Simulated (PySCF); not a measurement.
Exercise with solution: oscillator strength and radiative lifetime

CH₃FO₃Si, SMILES O=CO[Si@@H](O)F.

The structure is a stationary point at PBE0-D3(BJ)/def2-SVP. The structure was generated by enumeration; whether it is a known compound was not checked. The values are those of a single conformer.

TDDFT-M06-2X/def2-SVPD in PySCF puts the first singlet state with f over 0.02 at 8.41 eV (vertical), with the transition dipole (0.221, 0.669, -0.032) in atomic units.

Question: Find the oscillator strength, the wavelength and the radiative lifetime that this transition would have in vacuum if emission retraced absorption.

Answer: 
|μ|² = 0.4974 au, so |μ| = 1.79 D. ΔE = 8.41/27.211 = 0.3091 hartree. f = (2/3) ΔE |μ|² = 0.102 (the program prints 0.103).
λ = 1239.84/8.41 = 147 nm; ν = 67831 cm⁻¹.
Einstein's coefficient A = 0.6670 ν² f s⁻¹ (ν in cm⁻¹) = 3.1e8 s⁻¹, so τ = 1/A = 3.2 ns. This state is S3; the lower singlets have f = 0.001, 0.004. The figure is the radiative limit of this one transition; relaxation, internal conversion, crossing to triplets and a medium change what is measured.
